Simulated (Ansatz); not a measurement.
One change: `[F][Y]([F])[Cl]` becomes `[CH3][Y]([F])[Cl]`.

Ansatz, PBE0-D4/def2-TZVP geometries, multiplicity 1. 

Elements past krypton have def2 core potentials.

```
                                          property  `[F][Y]([F])[Cl]`
             HOMO energy (ωB97M-V/def2-TZVPP) / eV             -11.27
size of the dipole moment (ωB97M-V/def2-TZVPP) / D               0.68
               HOMO energy (B3LYP/def2-TZVPP) / eV              -8.70
                LUMO energy (PBE0/def2-TZVPP) / eV              -2.56
                 HOMO energy (PBE/def2-TZVPP) / eV              -7.55
             HOMO–LUMO gap (B3LYP/def2-TZVPP) / eV               5.76
```

Problem. What does the change do to each property? (Estimate.)

Solution. Ansatz gave: 
| property | `[CH3][Y]([F])[Cl]` | shift |
| --- | --- | --- |
| HOMO energy (ωB97M-V/def2-TZVPP) / eV | -9.42 | 1.85 |
| size of the dipole moment (ωB97M-V/def2-TZVPP) / D | 2.49 | 1.81 |
| HOMO energy (B3LYP/def2-TZVPP) / eV | -6.93 | 1.77 |
| LUMO energy (PBE0/def2-TZVPP) / eV | -2.32 | 0.24 |
| HOMO energy (PBE/def2-TZVPP) / eV | -5.90 | 1.65 |
| HOMO–LUMO gap (B3LYP/def2-TZVPP) / eV | 4.24 | -1.52 |

With PBE0 the HOMO rises by 1.82 eV and the LUMO rises by 0.24 eV, so the gap narrows by about 1.58 eV. PBE moves the HOMO by 1.65 eV and ωB97M-V by 1.85 eV. The zero-point energy changes by 82.6 kJ/mol with +9 modes. Dipoles are sizes alone; their direction can turn.

B3LYP here is the variant with VWN-RPA as its local correlation; programs differ in this.
